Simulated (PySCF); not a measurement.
HF$_{3}$Si (SMILES F[SiH](F)F), singlet, geometry from GFN2-xTB; CASSCF(2,4)/6-31G* in PySCF.

Here is a job for PySCF.
```python
from pyscf import gto, scf, mcscf
import numpy

mol = gto.M(
    atom='''
Si    0.065399   -0.100661    0.347470
F    -0.348450    1.417628    0.204241
F     1.314454   -0.286518   -0.602427
F    -1.103223   -0.919902   -0.330877
H     0.319395   -0.491611    1.696983
''',
    basis='6-31g*',
    charge=0,
    spin=0,
    verbose=4,
)

mf = scf.RHF(mol)
mf.kernel()
mc = mcscf.CASSCF(mf, 4, 2)
mc.fix_spin_(ss=0.0)
mc = mc.newton()
mc.kernel()
occ = numpy.linalg.eigvalsh(mc.fcisolver.make_rdm1(mc.ci, mc.ncas, mc.nelecas))[::-1]
ss = mc.fcisolver.spin_square(mc.ci, mc.ncas, mc.nelecas)[0]
print('natural occupations', occ.round(4), ' <S^2>', round(ss, 4))
```

It wrote (shortened):

```
PySCF version 2.14.0

[INPUT] verbose = 4
[INPUT] num. atoms = 5
[INPUT] num. electrons = 42
[INPUT] charge = 0
[INPUT] spin (= nelec alpha-beta = 2S) = 0
[INPUT] symmetry False subgroup None
[INPUT] Mole.unit = angstrom
[INPUT] Symbol           X                Y                Z      unit          X                Y                Z       unit  Magmom
[...]
nuclear repulsion = 188.608247027914
number of shells = 28
number of NR pGTOs = 136
number of NR cGTOs = 62
basis = 6-31g*
ecp = {}

******** <class 'pyscf.scf.hf.RHF'> ********
method = RHF
initial guess = minao
damping factor = 0
level_shift factor = 0
DIIS = <class 'pyscf.scf.diis.CDIIS'>
diis_start_cycle = 1
diis_space = 8
diis_damp = 0
SCF conv_tol = 1e-09
SCF conv_tol_grad = None
SCF max_cycles = 50
direct_scf = True
direct_scf_tol = 1e-13
Set gradient conv threshold to 3.16228e-05
Initial guess from minao.
init E= -588.096899696462
[...]
cycle= 1 E= -587.904745264975  delta_E= 0.192  |g|= 0.743  |ddm|= 1.92
[...]
cycle= 2 E= -587.983066621161  delta_E= -0.0783  |g|= 0.417  |ddm|= 0.719
[...]
cycle= 3 E= -588.010209958398  delta_E= -0.0271  |g|= 0.0373  |ddm|= 0.238
[...]
cycle= 4 E= -588.010649057458  delta_E= -0.000439  |g|= 0.00665  |ddm|= 0.0509
[...]
cycle= 5 E= -588.010667635549  delta_E= -1.86e-05  |g|= 0.00114  |ddm|= 0.0122
[...]
cycle= 6 E= -588.010668336179  delta_E= -7.01e-07  |g|= 0.000255  |ddm|= 0.00202
[...]
cycle= 7 E= -588.010668374796  delta_E= -3.86e-08  |g|= 3.57e-05  |ddm|= 0.000482
[...]
cycle= 8 E= -588.010668375415  delta_E= -6.19e-10  |g|= 4.99e-06  |ddm|= 6.29e-05
[...]
Extra cycle  E= -588.010668375423  delta_E= -8.64e-12  |g|= 1.39e-06  |ddm|= 5.71e-06
converged SCF energy = -588.010668375423

******** <class 'pyscf.mcscf.newton_casscf.CASSCF'> ********
CAS (1e+1e, 4o), ncore = 20, nvir = 38
max_cycle_macro = 50
max_cycle_micro = 10
conv_tol = 1e-07
conv_tol_grad = None
orbital rotation max_stepsize = 0.03
augmented hessian ah_max_cycle = 30
augmented hessian ah_conv_tol = 1e-12
augmented hessian ah_linear dependence = 1e-14
augmented hessian ah_level shift = 1e-08
augmented hessian ah_start_tol = 500
augmented hessian ah_start_cycle = 3
augmented hessian ah_grad_trust_region = 3
kf_trust_region = 3
kf_interval = 5
natorb = False
canonicalization = True
internal_rotation = False
******** <class 'pyscf.fci.addons.SpinPenaltyFCISolver'> ********
max. cycles = 50
conv_tol = 1e-08
davidson only = True
linear dependence = 1e-12
level shift = 0.001
max iter space = 12
nroots = 1
pspace_size = 400
spin = None

WARN: SO-CASSCF (Second order CASSCF) is an experimental feature. Its performance is bad for large systems.

CASCI E = -588.011491483117  dE = -588.01149  S^2 = 0.0000000
Set conv_tol_grad to 0.000316228
macro 1 (21 JK  16 micro), CASSCF E = -588.01888866075  dE = -0.007397  |grad|=0.0358  S^2 = 0.0000000
macro 2 (22 JK  17 micro), CASSCF E = -588.022450722855  dE = -0.003562  |grad|=0.0192  S^2 = 0.0000000
macro 3 (21 JK  16 micro), CASSCF E = -588.026049388143  dE = -0.003599  |grad|=0.047  S^2 = 0.0000000
macro 4 (10 JK  6 micro), CASSCF E = -588.027979627669  dE = -0.00193  |grad|=0.00561  S^2 = 0.0000000
macro 5 (15 JK  8 micro), CASSCF E = -588.028111103575  dE = -0.0001315  |grad|=7.84e-05  S^2 = 0.0000000
macro 6 (10 JK  5 micro), CASSCF E = -588.028112428938  dE = -1.325e-06  |grad|=3e-05  S^2 = 0.0000000
macro 7 (1 JK  0 micro), CASSCF E = -588.028112428938  dE = 0  |grad|=1.76e-05  S^2 = 0.0000000
newton CASSCF converged in 7 macro (20 KF 80 Hx) steps
CASSCF canonicalization
Density matrix diagonal elements [1.98006588 0.0026985  0.0026985  0.01453711]
CASSCF energy = -588.028112428938
CASCI E = -588.028112428938  E(CI) = -1.87843470940174  S^2 = 0.0000000
natural occupations [1.9801 0.0145 0.0027 0.0027]  <S^2> 0.0
```
